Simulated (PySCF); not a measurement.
Compound: 1-phenyl-1-propyne, C9H8.
Atom-mapped SMILES: `[CH3:1][C:2]#[C:3][c:4]1[cH:5][cH:6][cH:7][cH:8][cH:9]1` (hydrogens: H10, H11, H12 on C1; H13 on C5; H14 on C6; H15 on C7; H16 on C8; H17 on C9)

The same species was optimised twice, with GFN2-xTB and with PBE0-D3(BJ)/def2-SVP (PySCF), and the same property calculations (PySCF, gas phase) were run on both structures.

| coordinate | GFN2-xTB | PBE0-D3(BJ)/def2-SVP | change |
| --- | --- | --- | --- |
| C3–C4 (Å) | 1.416 | 1.429 | +0.013 |
| C2≡C3 (Å) | 1.203 | 1.215 | +0.012 |
| C4–C9 (Å) | 1.395 | 1.406 | +0.011 |
| C4–C5 (Å) | 1.395 | 1.406 | +0.011 |
| C8–C9 (Å) | 1.381 | 1.391 | +0.010 |
| C5–C6 (Å) | 1.382 | 1.391 | +0.009 |
| C7–C8 (Å) | 1.386 | 1.395 | +0.009 |
| C6–C7 (Å) | 1.386 | 1.395 | +0.009 |
| C1–C2 (Å) | 1.445 | 1.452 | +0.007 |
| C5–C4–C9 (°) | 119.4 | 118.9 | -0.5 |
| C3–C4–C9 (°) | 120.3 | 120.7 | +0.4 |
| C4–C5–C6 (°) | 120.1 | 120.4 | +0.3 |
| C4–C9–C8 (°) | 120.1 | 120.4 | +0.3 |
| C3–C4–C5 (°) | 120.3 | 120.5 | +0.2 |
| C6–C7–C8 (°) | 119.9 | 119.8 | -0.1 |
| C2–C3–C4 (°) | 179.9 | 180.0 | +0.1 |
| C1–C2–C3 (°) | 179.9 | 179.9 | 0.0 |

Rotational constants: A = 5558, B = 837.5, C = 731.1 MHz (GFN2-xTB) against A = 5491, B = 821.6, C = 717.9 MHz (PBE0-D3(BJ)/def2-SVP).

On the GFN2-xTB structure: lowest triplet, Tamm–Dancoff (eV) 3.63 [CAM-B3LYP/def2-SVPD]; isotropic polarisability (au) 107.7 [CAM-B3LYP/def2-SVPD]; HOMO (eV) -7.69 [CAM-B3LYP/def2-SVPD]; LUMO (eV) 0.28 [CAM-B3LYP/def2-SVPD]; dipole (D) 0.48 [CAM-B3LYP/def2-SVPD]; HOMO (eV) -6.55 [PBE0/pcSseg-1]; LUMO (eV) -0.76 [PBE0/pcSseg-1]; dipole (D) 0.55 [PBE0/pcSseg-1]; GIAO shielding of C1 (ppm) 181.2 [PBE0/pcSseg-1]; GIAO shielding of C2 (ppm) 91.0 [PBE0/pcSseg-1]; GIAO shielding of C3 (ppm) 99.4 [PBE0/pcSseg-1]; GIAO shielding of C4 (ppm) 57.9 [PBE0/pcSseg-1]; GIAO shielding of C5/C9 (mean) (ppm) 48.3 [PBE0/pcSseg-1]; GIAO shielding of C6/C8 (mean) (ppm) 53.3 [PBE0/pcSseg-1]; GIAO shielding of C7 (ppm) 54.3 [PBE0/pcSseg-1].

What do these properties become on the PBE0-D3(BJ)/def2-SVP structure?

| property | level | on GFN2-xTB | on PBE0-D3(BJ)/def2-SVP | change |
| --- | --- | --- | --- | --- |
| lowest triplet, Tamm–Dancoff (eV) | CAM-B3LYP/def2-SVPD | 3.63 | 3.54 | -0.09 |
| isotropic polarisability (au) | CAM-B3LYP/def2-SVPD | 107.7 | 110.1 | +2.4 |
| HOMO (eV) | CAM-B3LYP/def2-SVPD | -7.69 | -7.69 | 0.00 |
| LUMO (eV) | CAM-B3LYP/def2-SVPD | 0.28 | 0.19 | -0.09 |
| dipole (D) | CAM-B3LYP/def2-SVPD | 0.48 | 0.47 | -0.01 |
| energy, GFN2-xTB geometry as zero (kcal/mol) | CAM-B3LYP/def2-SVPD | 0.0 | -0.8 | -0.8 |
| HOMO (eV) | PBE0/pcSseg-1 | -6.55 | -6.55 | 0.00 |
| LUMO (eV) | PBE0/pcSseg-1 | -0.76 | -0.84 | -0.08 |
| dipole (D) | PBE0/pcSseg-1 | 0.55 | 0.54 | -0.01 |
| energy, GFN2-xTB geometry as zero (kcal/mol) | PBE0/pcSseg-1 | 0.0 | -0.2 | -0.2 |
| GIAO shielding of C1 (ppm) | PBE0/pcSseg-1 | 181.2 | 178.8 | -2.4 |
| GIAO shielding of C2 (ppm) | PBE0/pcSseg-1 | 91.0 | 89.8 | -1.2 |
| GIAO shielding of C3 (ppm) | PBE0/pcSseg-1 | 99.4 | 98.4 | -1.0 |
| GIAO shielding of C4 (ppm) | PBE0/pcSseg-1 | 57.9 | 55.0 | -2.9 |
| GIAO shielding of C5/C9 (mean) (ppm) | PBE0/pcSseg-1 | 48.3 | 45.6 | -2.7 |
| GIAO shielding of C6/C8 (mean) (ppm) | PBE0/pcSseg-1 | 53.3 | 51.1 | -2.2 |
| GIAO shielding of C7 (ppm) | PBE0/pcSseg-1 | 54.3 | 51.8 | -2.5 |

The heavy atoms differ by 0.021 Å rms after alignment. Among bonds between heavy atoms C2≡C3 and C3–C4 change most and about equally (+0.012 to +0.013 Å). Changes are differences of the printed values. Neither structure is proved a minimum here.
